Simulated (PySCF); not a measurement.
Species: C6H7N3O.
Atom-mapped SMILES: `[CH3:1][C:2](=[O:3])[c:4]1[n:5][n:6][cH:7][n:8][c:9]1[CH3:10]`

NICS = −σ at a ghost point: NICS(0) at the centroid of the ring atoms, NICS(1) 1 Å to either side along the normal of their mean plane, zz for the tensor component along that normal. Level: GIAO PBE0/pcSseg-1 (PySCF, non-relativistic, gas phase) on the GFN2-xTB geometry, one conformer.

Ring bond lengths (Å), with Mayer bond orders in brackets: C4–N5 1.327 (1.46), N5–N6 1.298 (1.36), N6–C7 1.320 (1.47), C7–N8 1.324 (1.43), N8–C9 1.328 (1.49), C9–C4 1.416 (1.17).

Q: Give the NICS values of each ring in ppm.

A: 
```tsv
ring	type	NICS(0)	NICS(1), two faces	NICS(1)zz, two faces	rms pucker (Å)	centre to ring atoms, mean (Å)
C4–N5–N6–C7–N8–C9	6-membered ring with 3 N; formal bonds all aromatic	-4.3	-11.1 / -11.1	-26.1 / -26.1	0.00	1.34
```

Q: What do they say, and how far can they be read as aromaticity?

A: 
- C4–N5–N6–C7–N8–C9: mean NICS(1)zz -26.1 ppm, shielded. For a flat ring without four-coordinate atoms the NICS criterion counts such a value as aromatic. NICS(0) lies 7 ppm above the mean NICS(1).

Q: And the bond-length index? HOMA = 1 − mean of α(R − Ropt)² over the ring bonds, with Krygowski's 1993 parameters (CC: Ropt 1.388 Å, α 257.7 Å⁻²; CN: Ropt 1.334 Å, α 93.52 Å⁻²; NN: Ropt 1.309 Å, α 130.33 Å⁻²).

A: 
- C4–N5–N6–C7–N8–C9: HOMA 0.96; the largest term is that of C9–C4, α(R − Ropt)² = 0.21. The geometric and the magnetic index point the same way.

Q: List the ring angles and the Hirshfeld charges of the ring atoms.

A: 
- C4–N5–N6–C7–N8–C9: C4 120.1° (+0.034 e), N5 120.6° (-0.059 e), N6 118.3° (-0.114 e), C7 125.8° (+0.085 e), N8 117.0° (-0.142 e), C9 118.2° (+0.102 e); sum 720.0° against 720° for a flat convex ring.

Conformer computed: `[CH3:1][C:2](=[O:3])[c:4]1[n:5][n:6][cH:7][n:8][c:9]1[CH3:10]`: C1–C2–C4–N5 0°.
